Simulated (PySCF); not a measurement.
Constitutional and geometric isomers with formula CH5BSi. Gas-phase values, no solvent. One relaxed conformer stands for each flexible species; it need not be the lowest. Strings in code marks are SMILES.

The LUMO from two functionals at the same geometries (r2SCAN-D4/def2-TZVP), both in PySCF: PBE-D3(BJ)/def2-TZVP and r2SCAN-D4/def2-TZVP. 

| species | r2SCAN-D4/def2-TZVP (eV) |
|---|---|
| `[H]/B=C\[SiH3]` | -1.89 |
| `[H]/B=[SiH]/C` | -3.28 |
| `[SiH](=C)B` | -3.65 |
| `B(=[SiH2])C` | -2.83 |

Problem. What does PBE-D3(BJ)/def2-TZVP give for each?

Solution. 
- `[H]/B=C\[SiH3]`: -2.26
- `[H]/B=[SiH]/C`: -3.60
- `[SiH](=C)B`: -3.83
- `B(=[SiH2])C`: -3.09
Over these rows, drawn at random from the members with no instability flagged (it was tested for open shells, ions and some series alone), PBE minus r2SCAN-D4: mean -0.28 eV, from -0.36 eV to -0.19 eV.
